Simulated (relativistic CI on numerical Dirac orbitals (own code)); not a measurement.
Level scheme of Os2+

These numbers are calculated, not measured: Dirac-Coulomb-Breit CI, KLI orbitals optimised for each configuration, model QED (radiative potential, 1s self-energy scaled to tabulated hydrogen-like ionisation energies), valence Slater integrals scaled by 0.85, P86 correlation energy added to each configuration (own radial code, finite nucleus).

Configuration list (outside the closed core [Xe] 4f14): 5d6, 5d5.6s, 5d5.6p, 5d5.5f, 5d4.6s.6p, 5d5.7s, 5d5.6d, 5d5.7p, 5d5.8s, 5d5.7d, 5d5.8p, 5d5.6f, 5d5.5g, 5d5.8d, 5d5.7f, 5d4.5f.6s, 5d4.6p.7s, 5d4.6s2, 5d3.6s2.6p, 5d3.5f.6s2, 5d3.6s2.7s, 5d3.6s2.6d, 5d3.6s2.7p, 5d4.6s.7s, 5d3.6s.6p.7s, 5d3.5f.6s.7s, 5d3.6s.7s2, 5d3.6s.6d.7s, 5d3.6s.7s.7p. Double excitations out of closed p, d and f shells are left out; levels of such configurations are missing from the list, as are those of other unlisted configurations, and high levels can miss mixing partners.

The lowest level is 5d6 5D_4, with 86 % of that term; Hund's rules for 5d6 give 5D with J = 4, in agreement.

```tsv
No.	Configuration	Term	J	E (cm⁻¹)	%	Next component (%)	Landé g	jj configuration (%)
1	5d6	5D	4	0.0	86	10 3F	1.470	5d5/2^2 (45)
2	5d6	5D	3	3543.6	90	3 5d5.6s 5D	1.486	5d3/2^3 5d5/2^3 (66)
3	5d6	5D	2	3910.5	74	15 3P	1.473	5d5/2^2 (40)
4	5d6	5D	1	5547.0	83	10 3P	1.479	5d3/2^3 5d5/2^3 (66)
5	5d6	5D	0	5801.0	80	12 3P		5d3/2^2 5d5/2^4 (51)
6	5d5.6s	7S	3	6549.9	92	6 5P	1.973	5d3/2^3 5d5/2^2 6s (38)
7	5d6	3F	4	12983.8	23	23 3G	1.060	5d5/2^2 (47)
8	5d6	3P	2	15206.4	53	20 5D	1.416	5d3/2^2 5d5/2^4 (46)
9	5d6	3G	5	15975.9	51	46 3H	1.123	5d3/2^3 5d5/2^3 (95)
10	5d6	3H	6	16654.8	87	12 1I	1.146	5d3/2^3 5d5/2^3 (89)
11	5d6	3F	3	17376.6	47	32 3G	0.999	5d3/2^3 5d5/2^3 (75)
12	5d6	3F	2	18620.9	81	10 1D	0.731	5d3/2^3 5d5/2^3 (63)
13	5d6	1S	0	18888.5	56	21 3P		5d3/2^3 5d5/2^3 (37)
14	5d6	3D	1	20515.3	67	12 5d5.6s 3D	0.693	5d3/2^3 5d5/2^3 (52)
15	5d6	3H	4	20833.4	56	37 3F	1.001	5d3/2^2 5d5/2^4 (81)
16	5d6	3D	2	21744.0	53	25 3P	1.219	5d3/2^2 5d5/2^4 (39)
17	5d6	3D	3	22306.0	61	14 5d5.6s 3D	1.284	5d3/2^2 5d5/2^4 (41)
18	5d6	3G	4	22355.5	61	18 1G	1.062	5d3/2^2 5d5/2^4 (43)
19	5d6	3H	5	22809.8	53	42 3G	1.110	5d3/2^2 5d5/2^4 (94)
20	5d6	3G	3	23812.9	48	37 3F	0.902	5d3/2^2 5d5/2^4 (74)
21	5d6	3P	1	26511.8	75	13 3D	1.348	5d3/2 5d5/2^5 (53)
22	5d5.6s	5S	2	27430.9	58	12 5P	1.731	5d5/2 6s (30)
23	5d6	1I	6	27487.1	86	12 3H	1.022	5d3/2^2 5d5/2^4 (88)
24	5d5.6s	5G	3	28950.2	37	14 5d6 1F	1.130	5d5/2 6s (29)
25	5d6	1G	4	29250.5	53	17 3F	1.024	5d3/2 5d5/2^5 (43)
26	5d5.6s	5G	2	29279.6	69	14 3F	0.587	5d3/2^3 5d5/2^2 6s (59)
27	5d6	3P	0	29669.9	85	9 5d5.6s 3P		5d5/2^2 (37)
28	5d5.6s	5G	4	30762.6	75	6 5D	1.184	5d3/2^3 5d5/2^2 6s (59)
29	5d6	1F	3	30774.4	39	17 3F	1.189	5d3/2^3 5d5/2^3 (52)
30	5d5.6s	5G	6	31316.7	91	8 3H	1.316	5d3/2^3 5d5/2^2 6s (50)
31	5d5.6s	5G	5	31575.3	91	4 5F	1.263	5d3/2^2 5d5/2^3 6s (51)
32	5d5.6s	5G	3	31909.8	47	19 5P	1.194	5d3/2^2 5d5/2^3 6s (37)
33	5d5.6s	5P	2	32478.8	30	28 5D	1.488	5d3/2^3 5d5/2^2 6s (50)
34	5d5.6s	5P	1	33289.2	57	34 5D	2.045	5d3/2^3 5d5/2^2 6s (56)
35	5d6	1D	2	33331.4	48	14 5d5.6s 5S	1.240	5d3/2^2 5d5/2^4 (35)
36	5d6	3P	1	35671.1	79	8 5d5.6s 3P	1.533	5d3/2^3 5d5/2^3 (55)
37	5d5.6s	5D	4	35907.9	62	16 5G	1.392	5d3/2^2 5d5/2^3 6s (63)
38	5d5.6s	5D	0	36491.8	54	29 5d6 3P		5d3/2^2 5d5/2^3 6s (32)
39	5d6	3F	4	38041.2	52	12 5d5.6s 3F	1.264	5d3/2^2 5d5/2^4 (33)
40	5d6	3P	0	38255.1	34	34 5d5.6s 5D		5d5/2^6 (43)
41	5d5.6s	5D	1	38883.2	45	33 5P	1.755	5d3/2^2 5d5/2^3 6s (51)
42	5d5.6s	5D	3	38924.3	40	23 5P	1.467	5d3/2^3 5d5/2^2 6s (48)
43	5d6	3F	2	38951.2	73	7 5d5.6s 3F	0.721	5d3/2^2 5d5/2^4 (60)
44	5d5.6s	5P	2	39499.2	38	33 5D	1.503	5d3/2^2 5d5/2^3 6s (49)
45	5d6	3F	3	41508.3	41	14 1F	1.081	5d3/2 5d5/2^5 (47)
```

Energies count from the lowest computed level. Filled j subshells are mostly left out of the jj labels.

The mean weight of the leading LS term, summed over parents, in these 45 levels is 61 %, and that of the leading jj configuration (from the same eigenvectors) 53 %.

Correlation outside the listed configurations is missing or only estimated: errors of thousands of cm⁻¹ between configurations and terms are usual at this charge. Rates and lifetimes follow the computed energies and can be off by large factors. The fine structure of a lone outer electron comes out too small, for d and f at times inverted, and misplaced configurations move strength between like terms.

LS names give the leading component of a level, which can be under half, so a name can repeat, a term be missing and a line seem to break the LS rules.
